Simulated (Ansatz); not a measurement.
Geometry optimisation, DFT PBE, scalar-relativistic, plane waves, PAW (Ansatz 0.2.0).

Input file:

```yaml
crystal:
  lattice:
    - [-2.29, -3.966396, 0.0]
    - [3.435, -1.983198, 0.0]
    - [0.0, 0.0, 7.17686]
  atoms:
    - { symbol: Be, position: [0.75, 0.5, 0.0] }
    - { symbol: Be, position: [0.5, 0.3333333, 0.25] }
    - { symbol: Be, position: [0.75, 0.5, 0.5] }
    - { symbol: Be, position: [0.5, 0.3333333, 0.75] }
    - { symbol: Be, position: [0.5, 0.0, 0.0] }
    - { symbol: Be, position: [0.25, 0.8333333, 0.25] }
    - { symbol: Be, position: [0.5, 0.0, 0.5] }
    - { symbol: Be, position: [0.25, 0.8333333, 0.75] }
    - { symbol: Be, position: [0.25, 0.5, 0.0] }
    - { symbol: Be, position: [0.0, 0.3333333, 0.25] }
    - { symbol: Be, position: [0.25, 0.5, 0.5] }
    - { symbol: Be, position: [0.0, 0.3333333, 0.75] }
    - { symbol: Be, position: [0.0, 0.0, 0.0] }
    - { symbol: Be, position: [0.75, 0.8333333, 0.25] }
    - { symbol: Be, position: [0.0, 0.0, 0.5] }
    - { symbol: Be, position: [0.75, 0.8333333, 0.75] }
    - { symbol: B, position: [0.0237686, 0.6625135, 0.1239086] }
basis:
  ecutwfc: 420.0
kpoints:
  mp_grid: { grid: [4, 4, 3] }
hamiltonian:
  xc: pbe
scf:
  occupations: { method: fermi_dirac, width: 0.1 }
  lower_state_search: "off"
relax:
  f_tol: 0.03
  max_steps: 60
  adjacent_minimum: "off"
output:
  write_density: true
  write_potential: true
  elf: true
  volumetric_format: npy
```

Command:

```bash
$ ansatz run input.yaml --threads 1 --pin off --max-ram 3072MiB --backend cpu --events-out ev --progress --plain --runs-dir out
```

Task: Where does it end, and by what steps?

Result: It converged. The force dipped under the threshold on the way, but the program's further checks kept it going. Limits of this set-up: coarse k mesh, odd electron count without spin. After 16 steps the energy has fallen by 2.681 eV; B17 moved furthest, 0.90 Å. Joined: Be2–B17, Be11–B17.

| step | energy less start (eV) | largest force component (eV/Å) | accepted |
| --- | --- | --- | --- |
| 0 | 0.0000 | 3.933 | yes |
| 1 | -1.1353 | 2.034 | yes |
| 2 | -1.7147 | 0.462 | yes |
| 3 | -1.6558 | 0.361 | no |
| 4 | -1.7568 | 0.057 | yes |
| 5 | -1.7724 | 0.228 | yes |
| 6 | -1.8381 | 0.562 | yes |
| 7 | -1.9024 | 1.147 | yes |
| 8 | -2.1993 | 0.777 | yes |
| 9 | -2.2328 | 1.265 | yes |
| 10 | -2.4451 | 0.505 | yes |
| 11 | -2.4527 | 1.130 | yes |
| 12 | -2.6435 | 0.320 | yes |
| 13 | -2.6739 | 0.094 | yes |
| 14 | -2.6772 | 0.117 | yes |
| 15 | -2.6805 | 0.016 | yes |
| 16 | -2.6805 | 0.016 | yes |

```xyz
17
Lattice="-2.2900 -3.9664 0.0000 3.4350 -1.9832 0.0000 0.0000 0.0000 7.1769" Properties=species:S:1:pos:R:3
Be -0.045 -4.111 0.010
Be 0.305 -2.633 1.647
Be 0.110 -3.819 3.668
Be 0.014 -2.698 5.345
Be -1.121 -2.193 0.049
Be 2.588 -2.764 1.821
Be -1.086 -2.022 3.527
Be 2.397 -2.767 5.334
Be 1.261 -2.330 -0.247
Be 1.141 0.193 1.994
Be 1.279 -1.735 3.217
Be 1.223 -0.768 5.281
Be 0.078 -0.224 0.051
Be 0.705 -4.636 1.901
Be -0.018 0.078 3.695
Be 1.168 -4.654 5.440
B 1.382 -1.346 1.218
```

Whether the end is a true minimum wasn't checked by a vibrational analysis.

The run took 69 s on 1 thread of Intel(R) Xeon(R) 6975P-C (Granite Rapids), on a shared host, peak memory 0.45 GiB.
